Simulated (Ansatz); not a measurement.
H2GeO, SMILES `[OH][GeH]` (excited triplet; H–O–Ge–H torsion 102°) (charge 0, multiplicity 3). This triplet is an excited state, 1.85 eV above the relaxed singlet at the level frozen-core CCSD(T)/cc-pVTZ // B3LYP-D3(BJ)/def2-TZVP (Ansatz, a first-principles code).

Calculation: frozen-core fic-MRCISD+Q@CASSCF(2e,2o)/cc-pVTZ // B3LYP-D3(BJ)/def2-TZVP run with Ansatz.

Ansatz 0.2 input:
```yaml
crystal:
  periodic: [false, false, false]
  atoms:
    - { symbol: O, position_ang: [-0.999372, 0.266945, 0.28183] }
    - { symbol: Ge, position_ang: [0.731563, 0.413674, 0.771832] }
    - { symbol: H, position_ang: [-1.464259, -0.41279, 0.784024] }
    - { symbol: H, position_ang: [1.732074, -0.267825, -0.233917] }
basis:
  gaussian: { orbitals: cc-pVTZ }
correlation:
  method: fic_mrcisd_q
  active_space: { window: { electrons: 2, orbitals: 2 } }
magnetization:
  spin_polarized: false
  initial_magnetization: 2
```

Output:

```
Functional definition: HF
621 factors; integrals over basis functions are off by at most 7.1e-4 eV
mean field evaluation 1: about -58540.0129 eV, gradient 3.5e1 eV
mean field evaluation 2: about -58540.0189 eV, gradient 3.5e1 eV
mean field evaluation 4: about -58542.7308 eV, gradient 3.5e0 eV
mean field evaluation 8: about -58542.8452 eV, gradient 1.3e-1 eV
mean field -58542.84536322 eV, -2151.4098853324 hartree, gradient 1.4e-6 eV, S^2 2.000000; 0 other end points of the search recorded, 0 dependent functions left out
reference -58542.84536322 eV, -2151.4098853324 hartree; 22, 20 occupied and 79, 81 virtual orbitals, 621 factors
state -58542.84536322 eV, -2151.4098853324 hartree
contracted CI cycle   1: correlation 0.00000000 eV, 0.0000000000 hartree, residual 3.95e1 eV
contracted CI cycle   2: correlation -9.99929912 eV, -0.3674674650 hartree, residual 5.73e0 eV
contracted CI cycle   3: correlation -10.30616483 eV, -0.3787445718 hartree, residual 1.23e0 eV
contracted CI cycle   4: correlation -10.32221043 eV, -0.3793342366 hartree, residual 3.25e-1 eV
contracted CI cycle   5: correlation -10.32362556 eV, -0.3793862417 hartree, residual 1.07e-1 eV
contracted CI cycle   6: correlation -10.32377089 eV, -0.3793915826 hartree, residual 3.48e-2 eV
contracted CI cycle   7: correlation -10.32378658 eV, -0.3793921590 hartree, residual 1.17e-2 eV
contracted CI cycle   8: correlation -10.32378829 eV, -0.3793922218 hartree, residual 3.82e-3 eV
contracted CI cycle   9: correlation -10.32378845 eV, -0.3793922277 hartree, residual 9.97e-4 eV
state -58542.84536322 eV, -2151.4098853324 hartree; corrected -58554.23272338 eV, -2151.8283630998 hartree
Total energy: -58554.23272338 eV, -2151.8283630998 hartree
```
